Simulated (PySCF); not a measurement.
H3NSTe. Atoms are numbered in the order given.

```xyz
6

Te     0.5169     0.0658    -0.1418
N      0.3860    -1.7460     0.7946
H      0.9166    -1.7919     1.6622
H      0.6083    -2.5319     0.1871
S     -1.8315     0.7378    -0.0743
H     -1.8032     1.3196     1.1494
```

Coordinates come from a B3LYP-D3(BJ)/def2-SVP optimisation. The def2 effective core potentials stand for the cores of Te; spin–orbit coupling is left out. The values are those of a single conformer.

Calculation: PySCF with CAM-B3LYP/def2-TZVPD.

The molecule is in vacuum.

Computed frontier levels, gap, dipole moment and polarisability:
highest occupied level: -7.75 eV
lowest empty level: -0.74 eV
orbital gap: 7.01 eV
dipole moment: 2.22 D
quadrupole, principal values (traceless, Buckingham form, about the centre of nuclear charge): -5.27, -0.26, 5.52 D·Å
mean static polarisability: 75.9 bohr³ (11.25 Å³)
polarisability, principal values: 61.6, 69.3, 96.8 bohr³
